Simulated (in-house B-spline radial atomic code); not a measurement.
## CAM-B3LYP excitations of Pb III (Pb2+)

Method: CAM-B3LYP. Computed with an all-electron radial atomic-structure program (B-spline basis): linear response of the closed shell [Xe] 4f14 5d10 6s2 with the functional's adiabatic kernel; scalar-relativistic (spin-free one-electron X2C), finite nucleus, no spin-orbit coupling, no double excitations, S, P, D and F terms only; shells from n = 4 respond. Only terms of natural parity with L up to 3 were computed.

Spin-orbit coupling is strong here, so these LS terms don't match observed levels.

Command:
```bash
python run_td.py task.json out
```
Settings (radii: box in bohr, nucleus in fm):
```
Z                        82
electrons                80
configuration            [Xe] 4f14 5d10 6s2
hamiltonian              x2c
method                   camb3lyp
box_radius               29.48
rms_radius               5.5012
intervals                72
```

Time taken, with all properties: 3.8 s on 1 thread of Intel(R) Xeon(R) 6975P-C (Granite Rapids) (shared host).

The lowest states, in the order of their Tamm-Dancoff energies; the method's threshold (minus the highest occupied level) is 29.837 eV. Labels give the largest channel, * marks a mixed state, and oscillator strengths are full-response dipole values. Semilocal kernels can invert the small singlet-triplet splittings of Rydberg terms. Energies in eV:

| state | full response | Tamm-Dancoff | oscillator strength |
| --- | --- | --- | --- |
| 6s → 6p 3P | 8.860 | 8.959 | - |
| 6s → 6p 1P | 11.314 | 11.656 | 1.47 |
| 6s → 7s 3S | 18.094 | 18.097 | - |
| 6s → 7s 1S | 18.492 | 18.520 | - |
| 6s → 6d 3D | 19.125 | 19.128 | - |
| 6s → 6d 1D | 19.356 | 19.363 | - |
| 5d → 6p 3P | 20.076 | 20.117 | - |
| 5d → 6p 3F | 20.246 | 20.280 | - |
| 5d → 6p 1F | ? | ? | - |
| 6s → 7p 1P* | ? | ? | ? |

Question: Where does 6s → 7p 1P lie?

Answer: At 20.878 eV in full response, 20.892 eV in Tamm-Dancoff, oscillator strength 0.22.

Question: Where does 5d → 6p 1F lie?

Answer: At 20.704 eV in full response, 20.709 eV in Tamm-Dancoff.

Question: How large is the singlet-triplet splitting of 6s → 6p (P terms) in Tamm-Dancoff?

Answer: 2.7 eV, from the unrounded values.

Question: What polarisabilities and dispersion coefficient does the method give?

Answer: Dipole 13.72 bohr³, quadrupole 46.34 bohr⁵, C6 95.24 hartree·bohr⁶ for two such species.
